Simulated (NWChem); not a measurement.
System meant: H$_{2}$PO$_{4}$, doublet; SMILES OP(O)([O])=O

NWChem input:

```
start job
memory heap 200 mb stack 900 mb global 1100 mb
geometry units angstroms noautoz
  O      0.114900     1.171698    -1.091439
  P     -0.074352     0.123532     0.002288
  O      0.059329     0.917972     1.297493
  O      0.954347    -1.120461    -0.078271
  O     -1.450706    -0.673762    -0.162786
  H      1.870726    -0.853669     0.109154
  H     -1.340653    -1.635206    -0.074266
end
basis spherical
  O library def2-svp
  P library def2-svp
  H library def2-svp
end
dft
  odft
  mult 3
  xc b3lyp
  iterations 150
  mulliken
end
task dft energy
```

End of the output:

```
 ==============================================================================
                                 internuclear angles
 ------------------------------------------------------------------------------
        center 1       |       center 2       |       center 3       |  degrees
 ------------------------------------------------------------------------------
    1 O                |   2 P                |   3 O                |   103.88
    1 O                |   2 P                |   4 O                |   114.45
    1 O                |   2 P                |   5 O                |   112.03
    3 O                |   2 P                |   4 O                |   112.79
    3 O                |   2 P                |   5 O                |   115.01
    4 O                |   2 P                |   5 O                |    99.14
    2 P                |   4 O                |   6 H                |   112.27
    2 P                |   5 O                |   7 H                |   112.73
 ------------------------------------------------------------------------------
                            number of included internuclear angles:          8
 ==============================================================================

 Summary of "ao basis" -> "" (spherical)
 ------------------------------------------------------------------------------
       Tag                 Description            Shells   Functions and Types
 ---------------- ------------------------------  ------  ---------------------
 O                          def2-svp                 6       14   3s2p1d
 P                          def2-svp                 8       18   4s3p1d
 H                          def2-svp                 3        5   2s1p

                                 NWChem DFT Module
                                 -----------------

 Summary of "ao basis" -> "ao basis" (spherical)
 ------------------------------------------------------------------------------
       Tag                 Description            Shells   Functions and Types
 ---------------- ------------------------------  ------  ---------------------
 O                          def2-svp                 6       14   3s2p1d
 P                          def2-svp                 8       18   4s3p1d
 H                          def2-svp                 3        5   2s1p

  number of electrons :                   49
  multiplicity        :                    3
 ------------------------------------------------------------------------
  no. of electrons and multiplicity not compatible                  49
 ------------------------------------------------------------------------
 ------------------------------------------------------------------------
  current input line :
    24: task dft energy
 ------------------------------------------------------------------------
 ------------------------------------------------------------------------
 There is an error in the input file
 ------------------------------------------------------------------------
 For more information see the NWChem manual at https://nwchemgit.github.io

0: no. of electrons and multiplicity not compatible:Received an Error in Communication
```

Task: Find the fault in this run and fix the input.

Result: The program refused the input. Cause: the multiplicity doesn't fit the number of electrons (an even count wants an odd multiplicity, and the reverse). This input runs:
```
start job
memory heap 200 mb stack 900 mb global 1100 mb
geometry units angstroms noautoz
  O      0.114900     1.171698    -1.091439
  P     -0.074352     0.123532     0.002288
  O      0.059329     0.917972     1.297493
  O      0.954347    -1.120461    -0.078271
  O     -1.450706    -0.673762    -0.162786
  H      1.870726    -0.853669     0.109154
  H     -1.340653    -1.635206    -0.074266
end
basis spherical
  * library def2-svp
end
dft
  odft
  mult 2
  xc b3lyp
  iterations 150
  mulliken
end
task dft energy
```
It converges to -643.13694 Ha (B3LYP/def2-SVP, spin-unrestricted).
